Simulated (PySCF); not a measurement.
Gas-phase reaction: 2 GaI + 2 F = 2 GaF + I₂

Computed with PySCF (xtb for GFN2) and rigid-rotor harmonic-oscillator thermochemistry at 1 bar. † marks an energy on the PBE0/def2-TZVP geometry and frequencies; other levels use their own. MP2 freezes the core. Open shells (unrestricted): F (multiplicity 2, electronic degeneracy 6); the rest are closed-shell singlets. GFN2 has no spin-polarisation term. Spin-orbit splitting is ignored; it lowers the true energy and changes the entropy of F. I: scalar-relativistic def2 core potential, no spin-orbit coupling. Ga: all electrons, no relativistic terms. MP2 isn't extrapolated to the basis-set limit; its ΔH°(298 K) is -608.4 kJ in def2-SVP and -656.8 kJ in def2-TZVPP. The harmonic model lacks anharmonicity and excited electronic states, which grow with temperature; levels with a mode under 35 cm⁻¹ are left out.

| level | ΔE electronic, kJ | ΔH°(298 K), kJ | ΔS°(298 K), J/K | ΔG°(600 K), kJ |
|---|---|---|---|---|
| GFN2-xTB | -792 | -792 | -121 | -719 |
| HF/def2-TZVP† | -351 | -350 | -125 | -274 |
| M06-2X/def2-TZVP† | -628 | -626 | -125 | -550 |
| MP2/def2-TZVPP† | -659 | -657 | -125 | -581 |
| PBE/def2-SVP | -663 | -661 | -124 | -586 |
| PBE/def2-TZVP† | -671 | -669 | -125 | -593 |
| PBE0/def2-QZVP† | -620 | -618 | -125 | -542 |
| r2SCAN/def2-TZVP† | -630 | -628 | -125 | -552 |
| ωB97M-V/def2-TZVP† | -639 | -637 | -125 | -562 |
| ωB97X-V/def2-TZVP† | -642 | -640 | -125 | -564 |
ΔH° is lowest at GFN2-xTB and highest at HF/def2-TZVP†. No reference value is set beside these.
